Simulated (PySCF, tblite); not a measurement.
Isomers of C3H4ClF3Si, one GFN2-xTB conformer each. Single-point energies are computed at PBE0/pcSseg-1 (PySCF, gas phase, no added dispersion term), electronic only.

```json
{"SMILES": "FC(F)[C@@]1(F)[SiH2][C@H]1Cl", "GFN2-xTB relative energy (kcal/mol)": "44.6"}
{"SMILES": "FC(F)=C(F)C[SiH2]Cl", "GFN2-xTB relative energy (kcal/mol)": "0.0"}
```

Conformers: `[F:1][CH:2]([F:3])[C@@:4]1([F:5])[SiH2:6][C@H:7]1[Cl:8]` with F1–C2–C4–F5 -55°; `[F:1][C:2]([F:3])=[C:4]([F:5])[CH2:6][SiH2:7][Cl:8]` with C2–C4–C6–Si7 -109°, C4–C6–Si7–Cl8 179°.

What does PBE0/pcSseg-1 give for the same structures?

| SMILES | PBE0/pcSseg-1 E (Eh) | PBE0/pcSseg-1 (kcal/mol) | GFN2-xTB (kcal/mol) | point group |
| --- | --- | --- | --- | --- |
| FC(F)=C(F)C[SiH2]Cl | -1165.19624 | 0.0 | 0.0 | C1 |
| FC(F)[C@@]1(F)[SiH2][C@H]1Cl | -1165.12462 | 44.9 | 44.6 | C1 |

Both levels put the same isomer lowest. As drawn, the lower has a C=C bond outside aromatic rings, which the higher lacks; the higher has a three-membered ring, which the lower lacks.

Which frontier levels, dipoles and rotational constants go with these structures?

```
                      SMILES  HOMO (eV, PBE0/pcSseg-1)  LUMO (eV)  dipole (D)       A, B, C (MHz)
         FC(F)=C(F)C[SiH2]Cl                     -7.27      -0.08        0.55  3168, 576.4, 518.5
FC(F)[C@@]1(F)[SiH2][C@H]1Cl                     -7.64      -0.86        2.27    1689, 1188, 1001
```

What happens when harmonic zero-point energies from GFN2-xTB frequencies are added?

```csv
SMILES,ZPE (kcal/mol),electronic (kcal/mol),with ZPE (kcal/mol)
FC(F)=C(F)C[SiH2]Cl,39.7,0.0,0.0
FC(F)[C@@]1(F)[SiH2][C@H]1Cl,39.6,44.9,44.9
```

The zero-point energies span 0.1 kcal/mol. The order is unchanged.
